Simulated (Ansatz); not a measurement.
H2TeSO (SMILES SO[TeH]), singlet: a relaxation.

in.yaml

```yaml
crystal:
  periodic: [false, false, false]
  atoms:
    - {symbol: S, position_ang: [-1.524761, -0.907999, 0.052405]}
    - {symbol: O, position_ang: [-0.386544, 0.005224, 0.937686]}
    - {symbol: Te, position_ang: [1.680870, -0.047861, 0.792084]}
    - {symbol: H, position_ang: [-1.571637, -0.112703, -1.017841]}
    - {symbol: H, position_ang: [1.501552, 1.032653, -0.413579]}
basis:
  gaussian: {orbitals: def2-SVP}
hamiltonian: {xc: {name: wB97X-V}}
relax: {f_tol: 0.002, max_steps: 5, max_displacement: 0.05}
```

Command:

```bash
ansatz run in.yaml --threads 2 --pin off --events-out ev --progress --plain --max-ram 3481MiB
```

What Ansatz 0.2.0 printed:

```
Functional definition: wB97X-V
  name "wB97X-V"
  cite "Mardirossian & Head-Gordon, Phys. Chem. Chem. Phys. 16, 9904 (2014) doi:10.1039/C3CP54374A"
  cite "Becke, J. Chem. Phys. 107, 8554 (1997) doi:10.1063/1.475007"
  cite "Vydrov & Van Voorhis, J. Chem. Phys. 133, 244103 (2010) doi:10.1063/1.3521275"
  parameter omega = 0.3/bohr
  parameter cx = 0.167
  parameter cx1 = 0.603
  parameter cx2 = 1.194
  parameter css0 = 0.556
  parameter css1 = -0.257
  parameter cos0 = 1.219
  parameter cos1 = -1.850
  parameter b = 6.0
  parameter c = 0.01
  exchange = spin_sum(e_x_unif_sr(omega)*poly(b97_u_x, 1 - cx, cx1, cx2)) + cx*exact_x_sr(omega) + exact_x_lr(omega)
  correlation = spin_sum(e_c_pw_same_spin*poly(b97_u_same, css0, css1))
      + integral(e_c_pw_opposite_spin*poly(b97_u_opposite, cos0, cos1)) + vv10(b, c)
800 factors; integrals over basis functions are off by at most 2.0e-4 eV
205 factors; integrals over basis functions are off by at most 8.5e-7 eV
mean field evaluation 1: about -20196.3938 eV, gradient 3.0e1 eV
mean field evaluation 2: about -20195.3247 eV, gradient 3.9e1 eV
mean field evaluation 4: about -20198.1739 eV, gradient 4.6e-1 eV
mean field evaluation 8: about -20198.1966 eV, gradient 1.9e-2 eV
mean field evaluation 16: about -20198.1966 eV, gradient 8.2e-5 eV
mean field -20198.19657282 eV, -742.2700332218 hartree, gradient 8.2e-5 eV, S^2 0.000000; 0 other end points of the search recorded, 0 dependent functions left out
the calculation of the forces begins
reference -20198.19657147 eV, -742.2700331723 hartree; 25, 25 occupied and 43, 43 virtual orbitals, 800 factors
relax step   1: F+E_penalty+E_count = -20198.19657282 eV  Δ(F+E_penalty+E_count) = +0.000e0 eV  max|allowed force component| = 1.421e0 eV/Å  Δτ_max = 0.0000 Å  (29 SCF iters, accepted)
these checks for a lower state are left out or cut short: starts, cluster_reference, orbital_swaps, neighbouring_geometries, increment
800 factors; integrals over basis functions are off by at most 2.1e-4 eV
205 factors; integrals over basis functions are off by at most 8.5e-7 eV
mean field -20198.30952262 eV, -742.2741840502 hartree, gradient 1.5e-5 eV, S^2 0.000000; 0 other end points of the search recorded, 0 dependent functions left out
the calculation of the forces begins
reference -20198.30952127 eV, -742.2741840007 hartree; 25, 25 occupied and 43, 43 virtual orbitals, 800 factors
relax step   2: F+E_penalty+E_count = -20198.30952262 eV  Δ(F+E_penalty+E_count) = -1.129e-1 eV  max|allowed force component| = 8.299e-1 eV/Å  Δτ_max = 0.0486 Å  (36 SCF iters, accepted)
these checks for a lower state are left out or cut short: starts, cluster_reference, orbital_swaps, neighbouring_geometries, increment
800 factors; integrals over basis functions are off by at most 2.0e-4 eV
205 factors; integrals over basis functions are off by at most 8.3e-7 eV
mean field -20198.36973948 eV, -742.2763969792 hartree, gradient 1.4e-5 eV, S^2 0.000000; 0 other end points of the search recorded, 0 dependent functions left out
the calculation of the forces begins
reference -20198.36973813 eV, -742.2763969297 hartree; 25, 25 occupied and 43, 43 virtual orbitals, 800 factors
relax step   3: F+E_penalty+E_count = -20198.36973948 eV  Δ(F+E_penalty+E_count) = -6.022e-2 eV  max|allowed force component| = 3.013e-1 eV/Å  Δτ_max = 0.0487 Å  (36 SCF iters, accepted)
these checks for a lower state are left out or cut short: starts, cluster_reference, orbital_swaps, neighbouring_geometries, increment
800 factors; integrals over basis functions are off by at most 2.0e-4 eV
205 factors; integrals over basis functions are off by at most 8.1e-7 eV
mean field evaluation 32: about -20198.3610 eV, gradient 3.6e-2 eV
mean field -20198.38547646 eV, -742.2769753027 hartree, gradient 1.1e-5 eV, S^2 0.000000; 0 other end points of the search recorded, 0 dependent functions left out
the calculation of the forces begins
reference -20198.38547512 eV, -742.2769752534 hartree; 25, 25 occupied and 43, 43 virtual orbitals, 800 factors
relax step   4: F+E_penalty+E_count = -20198.38547646 eV  Δ(F+E_penalty+E_count) = -1.574e-2 eV  max|allowed force component| = 5.210e-2 eV/Å  Δτ_max = 0.0397 Å  (38 SCF iters, accepted)
these checks for a lower state are left out or cut short: starts, cluster_reference, orbital_swaps, neighbouring_geometries, increment
800 factors; integrals over basis functions are off by at most 2.0e-4 eV
205 factors; integrals over basis functions are off by at most 8.1e-7 eV
mean field -20198.38587725 eV, -742.2769900312 hartree, gradient 1.5e-5 eV, S^2 0.000000; 0 other end points of the search recorded, 0 dependent functions left out
the calculation of the forces begins
reference -20198.38587591 eV, -742.2769899820 hartree; 25, 25 occupied and 43, 43 virtual orbitals, 800 factors
relax step   5: F+E_penalty+E_count = -20198.38587725 eV  Δ(F+E_penalty+E_count) = -4.008e-4 eV  max|allowed force component| = 2.329e-2 eV/Å  Δτ_max = 0.0088 Å  (30 SCF iters, accepted)
Error: geometry relaxation did not converge after 5 steps: max|allowed force component| = 2.33e-2 eV/Å (threshold 2.0e-3). Raise `relax.max_steps` over both its present limit and 5, loosen `relax.f_tol`, or start from a geometry closer to equilibrium. Where this run's directory can be resumed (`checkpoint.write`), a resume goes on for up to `relax.max_steps` more
```

The lines “mean field evaluation” count trial sets of orbitals through the whole run, from several starts and some on an approximate energy, so they need not fall steadily or lie above the final value.

Hardware: 2 CPU threads of an Arm Neoverse V2, shared host. Wall time about 18 s.


The run did not converge within its limit.